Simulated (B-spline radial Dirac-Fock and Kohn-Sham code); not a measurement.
**Auger decay of the 3d3/2 hole in Xe⁷⁺**

System: the Xe⁷⁺ ion in the configuration [Kr] 4d10 5s1.

Input of the calculation (task.json; shells as n, l, electrons):

```json
{"items": [{
  "Z": 54,
  "q": 7,
  "cfg": [[1, 0, 2], [2, 0, 2], [2, 1, 6], [3, 0, 2], [3, 1, 6], [3, 2, 10], [4, 0, 2], [4, 1, 6], [4, 2, 10], [5, 0, 1]],
  "A": 132,
  "rrms": 4.7859,
  "do": ["binding", "quiet", "decay"],
  "holes": ["K", "L1", "L2", "L3", "M1", "M2", "M3", "M4", "M5", "N1", "N2", "N3", "N4", "N5"]
}]}
```

Run with: `python xray_run.py task.json out`

Level of theory: a relativistic independent-particle model: LDA orbitals of the hole state, radiative multipoles to third order, Auger rates from the Coulomb interaction with a continuum orbital, Dirac-Fock energies; an atomic code on a B-spline grid. Kinetic energies are configuration averages from the vacuum level; the two-hole energies are estimated from single-hole states.

```
transition  kinetic energy (eV)  width (meV)  share (%)
   M4-N1N2                    –         3.68        0.6
   M4-N1N3                    –         3.04        0.5
   M4-N2N3                245.5         10.8        1.7
   M4-N3N3                257.7         4.25        0.7
   M4-N1N4                    –         73.8       11.5
   M4-N1N5                    –         10.7        1.7
   M4-N2N5                336.7         5.09        0.8
   M4-N2N4                337.1         59.1        9.2
   M4-N3N4                347.6          131       20.4
   M4-N3N5                351.0         4.79        0.7
   M4-N4N4                437.2          105       16.4
   M4-N4N5                439.0          218       33.9
   M4-N5N5                441.3         3.64        0.6
   M4-N4O1                503.2         7.20        1.1
```

A dash stands for an energy that rests on an unreliable hole state.

The listed channels hold 100 % of the non-radiative rate. Summed by principal shells, of 0.643 eV in all: MNN 98.7 %, MNO 1.3 %.
